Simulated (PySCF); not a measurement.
Cl₃Hf (SMILES [Cl][Hf]([Cl])[Cl]), doublet, at a GFN2-xTB geometry (such geometries of metal compounds can be far from the true shape) (the multiplicity is a formal guess) (core potentials on Hf); CAMB3LYP/def2-SVP (PySCF).

Input for PySCF:
```python
from pyscf import gto, scf, dft

mol = gto.Mole()
mol.atom = '''
    Hf    0.010519    0.029146    0.019842
    Cl    2.090261   -0.419428   -0.588395
    Cl   -0.859655   -0.973893    1.789929
    Cl   -1.275159    1.269880   -1.285572
'''
mol.basis = 'def2-svp'
mol.ecp = {'Hf': 'def2-svp'}
mol.charge = 0
mol.spin = 1
mol.verbose = 4
mol.build()

mf = dft.UKS(mol)
mf.xc = 'camb3lyp'
mf.small_rho_cutoff = 0
mf.kernel()
```

Task: Write the output that PySCF gives for this input, abridged.

Result: 
```
PySCF version 2.14.0

[INPUT] verbose = 4
[INPUT] num. atoms = 4
[INPUT] num. electrons = 63
[INPUT] charge = 0
[INPUT] spin (= nelec alpha-beta = 2S) = 1
[INPUT] symmetry False subgroup None
[INPUT] Mole.unit = angstrom
[INPUT] Symbol           X                Y                Z      unit          X                Y                Z       unit  Magmom
[INPUT]  1 Hf     0.010519000000   0.029146000000   0.019842000000 AA    0.019878029104   0.055077957627   0.037495945764 Bohr   0.0
[INPUT]  2 Cl     2.090261000000  -0.419428000000  -0.588395000000 AA    3.950020818859  -0.792604048974  -1.111905403063 Bohr   0.0
[INPUT]  3 Cl    -0.859655000000  -0.973893000000   1.789929000000 AA   -1.624512511613  -1.840391044631   3.382475592417 Bohr   0.0
[INPUT]  4 Cl    -1.275159000000   1.269880000000  -1.285572000000 AA   -2.409701275274   2.399725411063  -2.429378993409 Bohr   0.0

nuclear repulsion = 266.158397736648
number of shells = 36
number of NR pGTOs = 165
number of NR cGTOs = 86
basis = def2-svp
ecp = {'Hf': 'def2-svp'}

******** <class 'pyscf.dft.uks.UKS'> ********
method = UKS
initial guess = minao
damping factor = 0
level_shift factor = 0
DIIS = <class 'pyscf.scf.diis.CDIIS'>
diis_start_cycle = 1
diis_space = 8
diis_damp = 0
SCF conv_tol = 1e-09
SCF conv_tol_grad = None
SCF max_cycles = 50
direct_scf = True
direct_scf_tol = 1e-13
number electrons alpha = 32  beta = 31
XC library pyscf.dft.libxc version 7.1.2
    S. Lehtola, C. Steigemann, M. J. T. Oliveira, and M. A. L. Marques,  SoftwareX 7, 1–5 (2018)
XC functionals = camb3lyp
    T. Yanai, D. P. Tew, and N. C. Handy,  Chem. Phys. Lett. 393, 51 (2004)
radial grids:
    Treutler-Ahlrichs [JCP 102, 346 (1995); DOI:10.1063/1.469408] (M4) radial grids

becke partition: Becke, JCP 88, 2547 (1988); DOI:10.1063/1.454033
pruning grids: <function nwchem_prune>
grids dens level: 3
symmetrized grids: False
atomic radii adjust function: <function treutler_atomic_radii_adjust>
small_rho_cutoff = 0
Set gradient conv threshold to 3.16228e-05
tot grids = 80432
init E= -1415.89631699962

cycle= 1 E= -1428.29027184639  delta_E= -12.4  |g|= 0.371  |ddm|=  5.2
cycle= 2 E= -1428.31449882974  delta_E= -0.0242  |g|= 0.289  |ddm|= 0.992
cycle= 3 E= -1428.3632804473  delta_E= -0.0488  |g|= 0.0671  |ddm|= 0.479
cycle= 4 E= -1428.36576709442  delta_E= -0.00249  |g|= 0.0111  |ddm|= 0.0906
cycle= 5 E= -1428.36587223806  delta_E= -0.000105  |g|= 0.00232  |ddm|= 0.0255
cycle= 6 E= -1428.36588320093  delta_E= -1.1e-05  |g|= 0.000741  |ddm|= 0.0104
cycle= 7 E= -1428.36588482295  delta_E= -1.62e-06  |g|= 0.00025  |ddm|= 0.00503
cycle= 8 E= -1428.36588490774  delta_E= -8.48e-08  |g|= 8.95e-05  |ddm|= 0.000832
cycle= 9 E= -1428.36588492053  delta_E= -1.28e-08  |g|= 1.25e-05  |ddm|= 0.000344
cycle= 10 E= -1428.36588492095  delta_E= -4.27e-10  |g|= 2.14e-06  |ddm|= 5.22e-05
Extra cycle  E= -1428.36588492096  delta_E= -6.82e-12  |g|= 1.19e-06  |ddm|= 6.16e-06
converged SCF energy = -1428.36588492096  <S^2> = 0.7512737  2S+1 = 2.0012733
```
